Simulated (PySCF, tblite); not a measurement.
Isomers of C5H13NOSi2, one GFN2-xTB conformer each. Single-point energies are computed at PBE0/pcSseg-1 (PySCF, gas phase, no added dispersion term), electronic only.

| SMILES | GFN2-xTB relative energy (kcal/mol) |
| --- | --- |
| CC(C)[Si@H](C#N)C[SiH2]O | 48.1 |
| CC(=O)N[Si@H]1C[Si@@H](C)C1 | 44.9 |
| CCNC(=O)[Si@H]1CC[SiH2]1 | 70.3 |
| O=C[C@@H]1C[SiH2][C@H](N[SiH3])C1 | 40.8 |
| N[SiH2][Si@@H]1O[C@@H]2CC[C@H]1C2 | 0.0 |
| CC(=O)[C@@H]1C[C@@H]1N([SiH3])[SiH3] | 23.5 |

Conformers: `[CH3:1][CH:2]([CH3:3])[Si@H:4]([C:5]#[N:6])[CH2:7][SiH2:8][OH:9]` with C1–C2–Si4–C5 53°, C2–Si4–C7–Si8 160°, Si4–C7–Si8–O9 -66°, C7–Si8–O9–H 55°; `[CH3:1][C:2](=[O:3])[NH:4][Si@H:5]1[CH2:6][Si@@H:7]([CH3:8])[CH2:9]1` with C1–C2–N4–Si5 180°, C2–N4–Si5–C6 -172°; `[CH3:1][CH2:2][NH:3][C:4](=[O:5])[Si@H:6]1[CH2:7][CH2:8][SiH2:9]1` with C1–C2–N3–C4 -115°, C2–N3–C4–O5 -3°, N3–C4–Si6–C7 -30°, C4–Si6–C7–C8 126°, Si6–C7–C8–Si9 -12°, C7–C8–Si9–Si6 10°, C4–Si6–Si9–C8 -121°; `[O:1]=[CH:2][C@@H:3]1[CH2:4][SiH2:5][C@H:6]([NH:7][SiH3:8])[CH2:9]1` with O1–C2–C3–C4 21°, Si5–C6–N7–Si8 103°, C2–C3–C4–Si5 -73°, C3–C4–Si5–C6 -22°, C4–Si5–C6–N7 119°, Si5–C6–C9–C3 29°; `[NH2:1][SiH2:2][Si@@H:3]1[O:4][C@@H:5]2[CH2:6][CH2:7][C@H:8]1[CH2:9]2` with H–N1–Si2–Si3 -50° and 171°, N1–Si2–Si3–O4 -156°; `[CH3:1][C:2](=[O:3])[C@@H:4]1[CH2:5][C@@H:6]1[N:7]([SiH3:8])[SiH3:9]` with C1–C2–C4–C5 -159°, C5–C6–N7–Si8 -147°.

Question: What does PBE0/pcSseg-1 give for the same structures?

Answer: 
| SMILES | PBE0/pcSseg-1 E (Eh) | PBE0/pcSseg-1 (kcal/mol) | GFN2-xTB (kcal/mol) | point group |
| --- | --- | --- | --- | --- |
| CC(=O)N[Si@H]1C[Si@@H](C)C1 | -906.70521 | 0.0 | 44.9 | C1 |
| CC(C)[Si@H](C#N)C[SiH2]O | -906.68629 | 11.9 | 48.1 | C1 |
| N[SiH2][Si@@H]1O[C@@H]2CC[C@H]1C2 | -906.67592 | 18.4 | 0.0 | C1 |
| CCNC(=O)[Si@H]1CC[SiH2]1 | -906.62976 | 47.3 | 70.3 | C1 |
| O=C[C@@H]1C[SiH2][C@H](N[SiH3])C1 | -906.62300 | 51.6 | 40.8 | C1 |
| CC(=O)[C@@H]1C[C@@H]1N([SiH3])[SiH3] | -906.61906 | 54.1 | 23.5 | C1 |

GFN2-xTB puts N[SiH2][Si@@H]1O[C@@H]2CC[C@H]1C2 lowest instead; measured from each level's own lowest isomer, the values differ by up to 44.9 kcal/mol (CC(=O)N[Si@H]1C[Si@@H](C)C1: 44.9 against 0.0). As drawn, the lowest has a four-membered ring, an N–H bond and a C(=O)–N unit, which the highest lacks; the highest has a three-membered ring, which the lowest lacks. Neighbours under 2.5 kcal/mol apart (O=C[C@@H]1C[SiH2][C@H](N[SiH3])C1 and CC(=O)[C@@H]1C[C@@H]1N([SiH3])[SiH3]) can change places with a better method, another conformer or zero-point energy.

Question: Which frontier levels, dipoles and rotational constants go with these structures?

Answer: 
```tsv
SMILES	HOMO (eV, PBE0/pcSseg-1)	LUMO (eV)	dipole (D)	A, B, C (MHz)
CC(=O)N[Si@H]1C[Si@@H](C)C1	-7.45	0.34	3.55	2272, 631.1, 597.8
CC(C)[Si@H](C#N)C[SiH2]O	-8.35	-0.48	4.59	1688, 701.9, 574.2
N[SiH2][Si@@H]1O[C@@H]2CC[C@H]1C2	-7.15	-0.50	2.36	2445, 773.4, 758.7
CCNC(=O)[Si@H]1CC[SiH2]1	-6.67	-0.49	3.70	2018, 585.7, 542.6
O=C[C@@H]1C[SiH2][C@H](N[SiH3])C1	-6.33	-1.02	2.64	1888, 798.3, 731.5
CC(=O)[C@@H]1C[C@@H]1N([SiH3])[SiH3]	-6.75	-0.43	2.85	1527, 948.1, 813.4
```

Question: What happens when harmonic zero-point energies from GFN2-xTB frequencies are added?

Answer: 
```tsv
SMILES	ZPE (kcal/mol)	electronic (kcal/mol)	with ZPE (kcal/mol)
CC(=O)N[Si@H]1C[Si@@H](C)C1	106.5	0.0	0.0
CC(C)[Si@H](C#N)C[SiH2]O	104.9	11.9	10.3
N[SiH2][Si@@H]1O[C@@H]2CC[C@H]1C2	109.1	18.4	21.1
CCNC(=O)[Si@H]1CC[SiH2]1	106.2	47.3	47.1
O=C[C@@H]1C[SiH2][C@H](N[SiH3])C1	104.0	51.6	49.1
CC(=O)[C@@H]1C[C@@H]1N([SiH3])[SiH3]	101.3	54.1	48.9
```

The zero-point energies span 7.8 kcal/mol. The lowest isomer stays, but the order above it changes.
